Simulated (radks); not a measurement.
Q: The table gives one normalised radial function P(r) = r R(r) of H in 2s1 (r in bohr). Method: scalar-relativistic Kohn-Sham, PBEsol, spin-polarised, spherical densities, finite nucleus; open shells are filled with parallel spins first; Gaussian nuclear charge, rms radius 0.8783 fm; computed with a radial shooting solver on a logarithmic mesh with Libxc functionals.

r,P
0.1413,0.0887
0.1712,0.1040
0.2058,0.1203
0.2493,0.1387
0.2997,0.1573
0.3631,0.1767
0.44,0.1949
0.5289,0.2091
0.6408,0.2181
0.7703,0.2179
0.9334,0.2049
1.122,0.1768
1.359,0.1281
1.634,0.0612
1.98,-0.0285
2.38,-0.1297
2.884,-0.2449
3.466,-0.3488
4.2,-0.4274
5.048,-0.4577
6.117,-0.4256
7.352,-0.3371
8.909,-0.2229
10.71,-0.1282
12.98,-0.0597
15.6,-0.0229
18.9,-0.0064

Which n and l does it have? It may be an empty orbital.

A: n = 2, l = 0: the number of nodes gives n - l - 1 = 1, the rise at small r (about r^(l+1)) gives l, and the extent must fit the shell. The curve is that of 2s up; the table hardly tells the two spins apart. 2s up: eigenvalue -2.164 eV, 1 radial node at r = 1.87 bohr, <r> = 5.70 bohr, 90 % of the charge inside 8.53 bohr.
